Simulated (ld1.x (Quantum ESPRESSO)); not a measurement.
## An odd input for ld1.x (Quantum ESPRESSO) 7.5 (C (Z = 6))

Command:

```bash
ld1.x < C.in > C.out
```

Input:

```
&input
   title='C', zed=6., rel=1, dft='PBE', iswitch=3, xmin=-12.0,
   config='[He] 2s2 2p2',
   nld=2, rlderiv=2.20, eminld=-3.0, emaxld=5.0, deld=0.02
 /
 &inputp
   pseudotype=2, tm=.true., lloc=0,
   nlcc=.true.,
   file_pseudopw='C.UPF', file_wfcaegen='ae.wfc', file_wfcncgen='nc.wfc', file_beta='beta', file_chi='chi'
 /
2
2P  2  1   2.00   0.00  2.00  2.00  0.0
2S  1  0   2.00   0.00  0.95  0.95  0.0
 &test
   configts(1)='2s2 2p2'
 /
```

This is an input that runs to its end, with one change: mesh start xmin=-12.0.

Problem. How does the run end?

Solution. The program runs through. The occupied levels of the test differ from the all-electron ones by at most 0.00001 Ry (unchanged input: 0.00001 Ry).

```
     dft =PBE   lsd =0 sic =0 latt =0  beta=0.20 tr2=1.0E-14
     mesh =1473 r(mesh) = 100.30751 xmin =-12.00 dx = 0.01250

     n l     nl             e AE (Ry)        e PS (Ry)    De AE-PS (Ry)
     1 0     2S   1( 2.00)       -1.01067       -1.01068        0.00001
     2 1     2P   1( 2.00)       -0.38849       -0.38849        0.00000

     eps = 6.2E-15  iter = 16

     Etot =     -75.530057 Ry,     -37.765028 Ha,   -1027.638772 eV
     Etotps =   -11.715702 Ry,      -5.857851 Ha,    -159.400245 eV

     Ekin =       6.087753 Ry,       3.043876 Ha,      82.828099 eV
     Encl =     -20.822761 Ry,     -10.411380 Ha,    -283.308094 eV
     Ehrt =       8.709060 Ry,       4.354530 Ha,     118.492802 eV
     Ecxc =      -3.927587 Ry,      -1.963794 Ha,     -53.437549 eV
     (Ecc =      -0.977891 Ry,      -0.488946 Ha,     -13.304885 eV)
     Epseu=      -1.762167 Ry,      -0.881083 Ha,     -23.975501 eV

     ---------------------- End of pseudopotential test ----------------------
```
